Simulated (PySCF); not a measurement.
## Two-component Hartree-Fock for Pt⁴¹⁺ (platinum, charge +41)

Start: [Kr] 4d1; 4d5/2 filled at m_j = +5/2. Calculated with PySCF 2.14 in an uncontracted even-tempered set (16 s from 5 bohr⁻², ratio 2.8; 14 p from 6.5 bohr⁻², ratio 2.8; 9 d from 6.5 bohr⁻², ratio 2.8; 3 f from 23 bohr⁻², ratio 3): generalised Hartree-Fock with the X2C-1e Hamiltonian and a Gaussian nucleus; one run each with spin-orbit coupling (SO) screened by Boettger's factors, then bare. This is a chosen level, not necessarily the ground level.

```tsv
spinor shell	electrons	ε, screened SO (eV)	ε, bare SO (eV)	weight of nominal j (bare SO)	rms radius, bare SO (bohr)
1s1/2	2	-80717.5	-80715.8	1.000	0.0194
2s1/2	2	-15904.7	-15904.2	1.000	0.0782
2p1/2	2	-15302.2	-15342.1	1.000	0.0661
2p3/2	4	-13567.1	-13554.8	1.000	0.0741
3s1/2	2	-5204.9	-5204.8	1.000	0.197
3p1/2	2	-4939.0	-4948.0	1.000	0.188
3p3/2	4	-4539.4	-4536.5	1.000	0.204
3d3/2	4	-4108.8	-4116.7	1.000	0.178
3d5/2	6	-4024.3	-4019.4	1.000	0.183
4s1/2	2	-2351.6	-2351.6	1.000	0.415
4p1/2	2	-2231.8	-2234.6	1.000	0.410
4p3/2	4	-2108.7	-2107.8	1.000	0.437
4d5/2	1	-1916.8	-1915.3	1.000	0.425
```

```csv
quantity,screened SO,bare SO
E (hartree),-17355.43101,-17357.05417
M_J,5/2,5/2
⟨J²⟩,8.751,8.751
⟨L²⟩,6.104,6.111
⟨S²⟩,0.853,0.860
```

Each row is a mean over spinors that exchange with the open shell spreads, by up to 15.369 eV (4p3/2).

Breit and QED terms are absent; they matter most for the inner s and p1/2 levels.

Densities and radii are taken from the X2C orbitals without a picture-change correction, which distorts them close to the nucleus.
